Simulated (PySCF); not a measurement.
C2Fe, SMILES [C][C][Fe] (connectivity only; charge and spin as stated), neutral, multiplicity 5. Geometry: PBE-D3(BJ)/def2-TZVP. The spin state was assumed, not searched.

All values below come from PBE-D3(BJ)/def2-TZVP in PySCF.

Harmonic wavenumbers (cm⁻¹): 166, 166, 568, 1720. Rotational constants (GHz): 4.721 (linear); symmetry number 1.

Q: Work out the zero-point energy and the ideal-gas rigid-rotor harmonic-oscillator thermochemistry at 298.15 K and 1 atm.

A: ZPE = ½ Σ hcν = ½ × 2620 cm⁻¹ = 3.74 kcal/mol. H − E(el) = 6.71 kcal/mol. Entropy in cal/(mol K): translation 39.05, rotation 16.26, vibration 5.48, spin 3.20, total 63.98. G − E(el) = -12.37 kcal/mol. Cp = 11.86 cal/(mol K).
